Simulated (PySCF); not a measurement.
## Basis and Hamiltonian dependence of the excitation energy of Cu

Cu [Ar] 3d10 4s1 (2S) → Cu [Ar] 3d9 4s1 5s1 (4D). Calculated with PySCF 2.14 from differences of total energies of unrestricted determinants, without spin-orbit coupling. Values in eV.

| basis | Hamiltonian | functions | UHF | PBE | PBE0 | MP2 (valence) | CCSD(T) (valence) | CCSD(T) (valence and next inner shell) |
| --- | --- | --- | --- | --- | --- | --- | --- | --- |
| aug-cc-pVDZ-PP with ECP10MDF | ECP | 54 | 4.806 | 8.048 | 7.422 | 8.381 | 7.533 | n/a |
| aug-cc-pVDZ-DK | spin-free X2C | 59 | 4.747 | 8.106 | 7.428 | 8.308 | 7.485 | n/a |
| ANO-R2 | spin-free X2C | 61 | 5.473 | n/a | n/a | 9.147 | 8.314 | n/a |
| def2-TZVPPD | non-relativistic | 67 | 6.265 | 9.348 | 8.734 | 9.565 | 8.707 | 8.801 |
| aug-cc-pwCVDZ-PP with ECP10MDF | ECP | 70 | 4.734 | 8.005 | 7.374 | 8.331 | 7.484 | 7.532 |
| x2c-TZVPPall with one added diffuse shell each of s, p, d, f type | spin-free X2C | 80 | 4.785 | 8.314 | 7.610 | 8.465 | 7.641 | 7.744 |
| aug-cc-pVTZ-DK | spin-free X2C | 93 | 4.707 | 8.147 | 7.455 | 8.403 | 7.566 | n/a |
| def2-QZVPPD | non-relativistic | 100 | 5.432 | 8.659 | 8.010 | 8.986 | 8.172 | n/a |
| dyall-av2z | non-relativistic | 101 | 5.057 | 8.476 | 7.791 | 8.517 | 7.753 | n/a |
| aug-cc-pVTZ-PP with one added diffuse shell each of s, p, d, f, g type with ECP10MDF | ECP | 113 | 4.670 | 7.953 | 7.321 | 8.418 | n/a | n/a |
| aug-cc-pwCVTZ-PP with ECP10MDF | ECP | 122 | 4.681 | 7.944 | 7.314 | 8.414 | n/a | n/a |
| aug-cc-pwCVTZ-DK | spin-free X2C | 127 | 4.697 | 8.143 | 7.450 | 8.418 | n/a | n/a |

Frozen in the all-electron rows: valence: [Ar]; valence and next inner shell: [Ne]; with a core potential, the same shells as far as they lie outside it.

At UHF, ANO-R2, def2-TZVPPD, dyall-av2z lie more than 0.3 eV from the median of the rows with comparable relativity. Of these, ANO-R2, def2-TZVPPD have no diffuse functions of the l that the added or promoted electron needs.

Non-relativistic rows lack the scalar-relativistic shift. The upper state lies above the first ionisation limit, but in LS coupling its spin forbids autoionisation to the ground ion. A Rydberg-like electron needs more diffuse functions than a valence basis has.
